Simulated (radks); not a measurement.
Results of a calculation; reference values are marked as such.
Q: The mean radii <r> (bohr) of the occupied orbitals of an atom or ion are listed with their occupations. Level of theory: non-relativistic Kohn-Sham, BLYP, spin-unpolarised, spherical densities, point nucleus (a radial shooting solver on a logarithmic mesh with Libxc functionals).

orbital  occ.     <r>
1s          2  0.1040
2s          2  0.5220
2p          6  0.4857
3s          2   1.821
3p          2   2.143

Name the element and its charge.

A: Z = 15, phosphorus, charge +1: P+ in [Ne] 3s2 3p2. The 1s radius gives Z: for a bare nucleus <r> = 1.5/Z, 0.1 bohr for Z = 15, and screening makes it slightly larger (0.1040 here). The occupations add up to 14, and the charge is Z minus that.
